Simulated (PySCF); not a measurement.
W(O)(S)(OH)(SH) (H₂O₂S₂W), SMILES [OH][W](=[O])(=[S])[SH], multiplicity 1. Atoms are numbered in the order given.

```xyz
7

W      0.0992     0.1849    -0.0717
O      0.6206     1.5080     0.8772
S      1.3519    -1.5283     0.2526
O      0.0691     0.7021    -1.8855
H      0.3202     0.1835    -2.6624
S     -2.0206    -0.4917     0.6943
H     -2.4760     0.7736     0.8844
```

Coordinates come from a B3LYP-D3(BJ)/def2-SVP optimisation. The multiplicity is an assumed one; no other spin state was optimised. The structure was generated by enumeration; whether it is a known compound was not checked. The def2 effective core potentials stand for the cores of W; spin–orbit coupling is left out. Other conformers were not sampled.

The numbers are results of PBE/def2-TZVP run with PySCF, not measurements.

The molecule is in vacuum.

The total energy is -1014.99056 hartree and the highest occupied level is -6.68 eV. The lowest empty level comes out as -3.59 eV. The orbital gap is 3.10 eV, the dipole moment is 2.82 D and the quadrupole, principal values (traceless, Buckingham form, about the centre of nuclear charge) comes out as -8.19, -1.61, 9.80 D·Å. The mean static polarisability is 86.9 bohr³ (12.88 Å³). The polarisability, principal values comes out as 70.2, 83.0, 107.5 bohr³.
